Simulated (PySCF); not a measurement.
A structure optimised at PBE-D3(BJ)/def2-SVP, used in a PySCF frequency run:

```xyz
11

Ge     0.2867    -0.0079     0.3646
O      1.5656     1.1890     0.0267
O      0.8009    -1.6342    -0.1676
O     -1.0754     0.6180    -0.6262
C     -2.3093    -0.0793    -0.6400
H     -0.0684    -0.1666     1.8573
H      1.1857     1.8846    -0.5448
H      1.2344    -1.5808    -1.0407
H     -3.0122     0.4701    -1.3006
H     -2.7786    -0.1440     0.3707
H     -2.2074    -1.1170    -1.0338
```

Write its SMILES and formula.

C[O][GeH]([OH])[OH], CH6GeO3

What are its rotational constants (standard atomic weights)?

5.1444, 2.6419, 2.0109 GHz
